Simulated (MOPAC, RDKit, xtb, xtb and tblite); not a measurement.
Relaxed torsion scan: C4H7NOSi, SMILES c1ccoc1[SiH2]N. Scanned: dihedral N1–Si2–C3–O7; all other coordinates were relaxed at GFN2-xTB. Points at φ and −φ are mirror images.

Geometry of the scan point at -60° (Å):
```
14

N      2.4590     0.6891    -0.3318
Si     1.6220    -0.5941     0.4544
C     -0.1938    -0.2537     0.1506
C     -1.1939    -0.9784    -0.4355
C     -2.3746    -0.2085    -0.3347
C     -2.0132     0.9332     0.3114
O     -0.7064     0.9148     0.6099
H      3.4653     0.7101    -0.3062
H      2.0928     1.6249    -0.2546
H      2.0228    -1.8296    -0.2160
H      1.8400    -0.7033     1.9078
H     -1.0904    -1.9443    -0.8864
H     -3.3515    -0.4652    -0.6912
H     -2.5740     1.7995     0.6042
```

Levels of theory: GFN2-xTB (xtb and tblite); UFF // GFN2-xTB (RDKit); PM3, restricted, heats of formation // GFN2-xTB (MOPAC); GFN1-xTB // GFN2-xTB (xtb).

Least-squares fit of E(φ) = a0 + Σ (a_n cos nφ + b_n sin nφ), n = 1 to 4, to the 12 scan points, in kJ/mol above the lowest point of each profile (levels whose profile four harmonics don't fit are not listed):

```tsv
method	a0	a1	b1	a2	b2	a3	b3	a4	b4	rms of fit
GFN2-xTB	1.04	0.26	0.00	-0.82	0.00	0.31	0.00	0.26	0.00	0.10
UFF	1.61	-0.43	0.00	1.67	0.00	0.50	0.00	0.17	0.00	0.08
PM3	2.27	2.39	0.00	2.43	0.00	0.71	0.00	0.15	0.00	0.02
GFN1-xTB	2.11	-0.22	0.00	-1.56	0.00	-0.44	0.00	0.21	0.00	0.20
```
